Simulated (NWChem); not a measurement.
The numbers come from NWChem runs, not from measurements. System: OZr, charge 0, spin multiplicity 1, at a geometry optimised with B3LYP/def2-SVP with def2 effective core potentials on Zr. The structure started from a generated list of species. Level: BHandHLYP/def2-SVPD with def2 effective core potentials on Zr.

Input file:

```
start mol
memory heap 200 mb stack 900 mb global 1100 mb
geometry units angstroms nocenter noautoz
  Zr     0.000000     0.000000     0.291877
  O      0.000000     0.000000    -1.459383
  symmetry group C2v
end
basis spherical
  * library def2-svpd
end
ecp
  Zr library def2-ecp
end
dft
  xc bhlyp
  semidirect memsize 60000000 filesize 0
  iterations 100
end
property
  dipole
  response 1 0.0773
end
task dft property
```

Part of the output:

```
             Northwest Computational Chemistry Package (NWChem) 7.3.0
             --------------------------------------------------------

                                NWChem Input Module
                                -------------------

 Scaling coordinates for geometry "geometry" by  1.889725989
 (inverse scale =  0.529177249)

 Turning off AUTOSYM since
 SYMMETRY directive was detected!

                             Geometry "geometry" -> ""
                             -------------------------

 Output coordinates in angstroms (scale by  1.889725989 to convert to a.u.)

  No.       Tag          Charge          X              Y              Z
 ---- ---------------- ---------- -------------- -------------- --------------
    1 Zr                  40.0000     0.00000000     0.00000000     0.29187700
    2 O                    8.0000     0.00000000     0.00000000    -1.45938300

 Effective nuclear repulsion energy (a.u.)      96.6942199787

            Nuclear Dipole moment (a.u.)
            ----------------------------
        X                 Y               Z
 ---------------- ---------------- ----------------
     0.0000000000     0.0000000000     0.0000302356

      Symmetry information
      --------------------

 Group name             C2v
 Group number             16
 Group order               4
 No. of unique centers     2

      Symmetry unique atoms

     1    2


 Summary of "ao basis" -> "" (spherical)
 ------------------------------------------------------------------------------
       Tag                 Description            Shells   Functions and Types
 ---------------- ------------------------------  ------  ---------------------
 *                         def2-svpd                  on all atoms

                                 NWChem DFT Module
                                 -----------------

 Summary of "ao basis" -> "ao basis" (spherical)
 ------------------------------------------------------------------------------
       Tag                 Description            Shells   Functions and Types
 ---------------- ------------------------------  ------  ---------------------
 Zr                        def2-svpd                12       34   5s4p2d1f
 O                         def2-svpd                 9       23   4s3p2d

 Summary of "ao basis" -> "ao basis" (spherical)
 ------------------------------------------------------------------------------
       Tag                 Description            Shells   Functions and Types
 ---------------- ------------------------------  ------  ---------------------
 Zr                        def2-svpd                12       34   5s4p2d1f
 O                         def2-svpd                 9       23   4s3p2d

            General Information
            -------------------
          SCF calculation type: DFT
          Wavefunction type:  closed shell.
          No. of atoms     :     2
          No. of electrons :    20
           Alpha electrons :    10
            Beta electrons :    10
          Charge           :     0
          Spin multiplicity:     1
          Use of symmetry is: off; symmetry adaption is: off
          Maximum number of iterations: 100
          AO basis - number of functions:    57
                     number of shells:    21
          Convergence on energy requested:  1.00D-06
          Convergence on density requested:  1.00D-05
          Convergence on gradient requested:  5.00D-04

              XC Information
              --------------
[...]
              MO Center=  5.8D-08,  2.8D-08,  3.0D-01, r^2= 2.0D+00
   Bfn.  Coefficient  Atom+Function         Bfn.  Coefficient  Atom+Function
  ----- ------------  ---------------      ----- ------------  ---------------
    22      0.826290  1 Zr d  2              27      0.310048  1 Zr d  2

 Vector   12  Occ=0.000000D+00  E=-7.598924D-02
              MO Center=  5.8D-08,  2.8D-08,  3.0D-01, r^2= 2.0D+00
   Bfn.  Coefficient  Atom+Function         Bfn.  Coefficient  Atom+Function
  ----- ------------  ---------------      ----- ------------  ---------------
    18      0.826289  1 Zr d -2              23      0.310050  1 Zr d -2

 Vector   13  Occ=0.000000D+00  E=-4.639595D-02
              MO Center= -2.5D-08, -1.3D-08,  7.5D-01, r^2= 5.3D+00
   Bfn.  Coefficient  Atom+Function         Bfn.  Coefficient  Atom+Function
  ----- ------------  ---------------      ----- ------------  ---------------
    21      0.365338  1 Zr d  1              19      0.340695  1 Zr d -1
    12     -0.300138  1 Zr px                13      0.279892  1 Zr py
    15     -0.211435  1 Zr px                16      0.197173  1 Zr py
     6      0.191953  1 Zr px                26      0.188319  1 Zr d  1
     7     -0.179005  1 Zr py                24      0.175617  1 Zr d -1

 center of mass
 --------------
 x =   0.00000000 y =   0.00000000 z =   0.05171888

 moments of inertia (a.u.)
 ------------------
         148.719690279955           0.000000000000           0.000000000000
           0.000000000000         148.719690279955           0.000000000000
           0.000000000000           0.000000000000           0.000000000000

     Multipole analysis of the density
     ---------------------------------

     L   x y z        total         alpha         beta         nuclear
     -   - - -        -----         -----         ----         -------
     0   0 0 0     -0.000000    -10.000000    -10.000000     20.000000

     1   1 0 0     -0.000000     -0.000000     -0.000000      0.000000
     1   0 1 0     -0.000000     -0.000000     -0.000000      0.000000
     1   0 0 1      1.317560      8.380711      8.380711    -15.443861

     2   2 0 0    -22.934074    -11.467037    -11.467037      0.000000
     2   1 1 0     -0.000003     -0.000001     -0.000001      0.000000
     2   1 0 1     -0.000000     -0.000000     -0.000000      0.000000
     2   0 2 0    -22.934075    -11.467037    -11.467037      0.000000
     2   0 1 1     -0.000000     -0.000000     -0.000000      0.000000
     2   0 0 2    -26.442082    -45.468995    -45.468995     64.495907

 *** CALLING NEW AORESP DRIVER FOR CLOSED AND OPEN SHELLS ***
 Entering AOResponse driver routine

--------------------------------------------------------------------------------

          ****************
          *** RESPONSE ***
          ****************

 Response module for NWChem and dynamic CPKS solver

          -----------------------------------------------
          Solving response equations for perturbing field
          -----------------------------------------------

 number of frequencies:     1
 frequency in a.u.:  0.7730000E-01
 Perturbing field: electric
 Using El. Dipole Length Gauge

 Setting up CPKS with frequency omega =      0.07730000 a.u.

                            NWChem Dynamic CPHF Module
                            --------------------------

    scftype = RHF
    nclosed =   10
      nopen =    0
  variables =      940
  num. vecs =        3
  tolerance =   1.0D-04
  max. iter =   50

  int2e_file: Failed to allocate cache ... halving
 SCF residual:    2.7628038557551098E-004

Iterative solution of linear equations
  No. of variables      940
  No. of equations        3
  Maximum subspace       30
       Convergence  1.0D-04

 ga_lkain filestub:cphf_sol
 ga_lkain filesoln:./mol.cphf_sol

   iter   nsub   residual    time
   ----  ------  --------  ---------
     1      3    8.77D+00       4.5
     2      6    1.30D+01       6.2
     3      9    5.03D+00       7.9
     4     12    1.17D+01       9.5
     5     15    1.14D+00      11.2
     6     18    4.70D-01      12.8
     7     21    1.32D-01      14.5
     8     24    9.17D-03      16.1
     9     27    2.17D-03      17.8
    10     30    7.11D-04      19.4
    11     30    6.70D-03      21.1
    12     30    4.76D-04      22.8
    13     30    2.82D-05      24.4

 Electric Dipole Response Matrix (nonzero elements):

              1        2        3
    1 -144.9225  -0.0006   0.0000
    2   -0.0006-144.9224   0.0001
    3   -0.0000  -0.0000 132.0905

 ------------------------------------------
 average:       -52.58480 + I       0.00000

 DFT Linear Response polarizability / au
 Frequency  =       0.0773000 / au
 Wavelength =     589.4353558 / nm
              X              Y              Z
 -----------------------------------------------
 X    -144.9224519     -0.0005887      0.0000418
 Y      -0.0005887   -144.9224047      0.0001026
 Z      -0.0000073     -0.0000250    132.0904686
 -----------------------------------------------
 Eigenvalues =    -144.9230175   -144.9218391    132.0904686
 Isotropic   =     -52.5847960
 Anisotropic =     277.0128969
 -----------------------------------------------

 Magnetic Dipole Response Matrix (nonzero elements):
 Optical rotation tensor Beta

              1        2        3
    1   -0.0020 656.2850   0.0000
    2 -656.2847   0.0020  -0.0000
    3   -0.0001   0.0000  -0.0000

 ------------------------------------------
 average:         0.00000 + I       0.00000

 Exiting AOResponse driver routine

          -------------
          Dipole Moment
          -------------

 Center of charge (in au) is the expansion point
         X =       0.0000000 Y =       0.0000000 Z =      -0.7721931

   Dipole moment        1.3175603409 A.U.
             DMX       -0.0000000898 DMXEFC        0.0000000000
             DMY       -0.0000000459 DMYEFC        0.0000000000
             DMZ        1.3175603409 DMZEFC        0.0000000000
   -EFC- dipole         0.0000000000 A.U.
   Total dipole         1.3175603409 A.U.

   Dipole moment        3.3489296557 Debye(s)
             DMX       -0.0000002282 DMXEFC        0.0000000000
             DMY       -0.0000001167 DMYEFC        0.0000000000
             DMZ        3.3489296557 DMZEFC        0.0000000000
   -EFC- dipole         0.0000000000 DEBYE(S)
   Total dipole         3.3489296557 DEBYE(S)

 1 a.u. = 2.541766 Debyes

 Task  times  cpu:       24.4s     wall:       24.4s

 Total times  cpu:       24.5s     wall:       24.5s
```
